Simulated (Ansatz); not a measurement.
An input meant for SiHMe2(SiH3) (C2H10Si2) (charge 0, triplet).

```yaml
crystal:
  periodic: [false, false, false]
  atoms:
    - {symbol: Si, position_ang: [0.082956, 0.143510, 0.548718]}
    - {symbol: H, position_ang: [0.077947, 0.135443, 2.059559]}
    - {symbol: C, position_ang: [1.876745, 0.127986, -0.066495]}
    - {symbol: H, position_ang: [2.421463, -0.762717, 0.307106]}
    - {symbol: H, position_ang: [2.417798, 1.031787, 0.282254]}
    - {symbol: H, position_ang: [1.913079, 0.111932, -1.174954]}
    - {symbol: C, position_ang: [-0.830235, 1.688255, -0.064576]}
    - {symbol: H, position_ang: [-1.871107, 1.714708, 0.316930]}
    - {symbol: H, position_ang: [-0.870550, 1.710883, -1.172752]}
    - {symbol: H, position_ang: [-0.315485, 2.609092, 0.279447]}
    - {symbol: Si, position_ang: [-1.033986, -1.794919, -0.192661]}
    - {symbol: H, position_ang: [-0.403930, -3.046486, 0.364452]}
    - {symbol: H, position_ang: [-0.977881, -1.884801, -1.698479]}
    - {symbol: H, position_ang: [-2.486816, -1.784663, 0.211453]}
basis:
  gaussian: {orbitals: aug-cc-pVDZ, fitting: {mean_field: def2-universal-jkfit}}
magnetization: {spin_polarized: true, initial_magnetization: 2}
hamiltonian: {xc: {name: HF}}
correlation: {active_space: {window: {electrons: 3, orbitals: 2}}}
scf: {omitted_lower_state_checks: [starts]}
output: {forces: true}
```

```sh
$ ansatz run in.yaml --threads 4 --pin off --events-out ev --progress --plain --max-ram 3916MiB
```

Problem. Predict how Ansatz answers.

Solution. The input was rejected before any iteration.
```
Error: invalid value for `correlation.active_space`: it starts from restricted Hartree–Fock orbitals; set hamiltonian.xc: hf without magnetization.spin_polarized
```
